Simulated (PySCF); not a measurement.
CH7BO2Si. Atoms are numbered in the order given.

```xyz
12

B      0.6440    -0.0339     0.0000
O      1.9689     0.2861     0.0000
H      2.1342     1.2352     0.0000
O      0.3681    -1.3599     0.0000
C     -0.9153    -1.9339     0.0000
H     -1.0368    -2.5682    -0.8930
H     -1.0368    -2.5682     0.8930
H     -1.7220    -1.1793     0.0000
Si    -0.8020     1.4259     0.0000
H     -1.6892     1.3515     1.2025
H     -1.6892     1.3515    -1.2025
H     -0.1556     2.7777     0.0000
```
Charge 0, spin multiplicity 1.

Geometry: B3LYP-D3(BJ)/def2-SVP. This is a generated structure with no PubChem entry under its InChIKey; it may be hypothetical. The values are those of a single conformer.

All values below come from PBE/def2-TZVP run with PySCF.

Isolated molecule, no solvent.

The total energy comes out as -506.86726 hartree. The point group is Cs. The highest occupied level is -6.60 eV, the lowest empty level is -1.18 eV and the orbital gap is 5.43 eV. The dipole moment is 0.94 D and the quadrupole, principal values (traceless, Buckingham form, about the centre of nuclear charge) is -10.71, -0.27, 10.97 D·Å. The mean static polarisability is 66.1 bohr³ (9.80 Å³) and the polarisability, principal values is 53.7, 68.3, 76.4 bohr³.
